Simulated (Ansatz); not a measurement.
BrHOSi, SMILES `O[Si]Br`. The species carries charge 0 and has multiplicity 1.

```xyz
4

O     0.770   -0.514   -0.619
Si    0.762    0.433    0.714
Br   -1.479    0.829    0.965
H    -0.053   -0.748   -1.061
```

What are the harmonic wavenumbers in cm⁻¹ at PBE0-D4/def2-TZVP (Ansatz, finite differences of forces, unscaled)? (Best estimate.)

Ansatz gave: 224, 380, 511, 771, 907, 3849.

Is this a minimum?

Yes, all 6 modes are real.

Give the ideal-gas thermochemistry at 298.15 K and 1 bar (rigid rotor, harmonic oscillator; point group Cs, symmetry number 1).

Zero-point energy 39.7 kJ/mol; H(298) − E = 52.8 kJ/mol; entropy 291.2 J/(mol·K), of which translation 169.1, rotation 105.6, vibration 16.6; G(298) − E = -34.0 kJ/mol.

And at 400, 500, 600, 800 and 1000 K?


```json
{"T (K)": "400", "H − E (kJ/mol)": "59.0", "S (J/mol/K)": "308.9", "G − E (kJ/mol)": "-64.6"}
{"T (K)": "500", "H − E (kJ/mol)": "65.4", "S (J/mol/K)": "323.3", "G − E (kJ/mol)": "-96.2"}
{"T (K)": "600", "H − E (kJ/mol)": "72.2", "S (J/mol/K)": "335.6", "G − E (kJ/mol)": "-129.2"}
{"T (K)": "800", "H − E (kJ/mol)": "86.2", "S (J/mol/K)": "355.8", "G − E (kJ/mol)": "-198.4"}
{"T (K)": "1000", "H − E (kJ/mol)": "100.7", "S (J/mol/K)": "371.9", "G − E (kJ/mol)": "-271.2"}
```
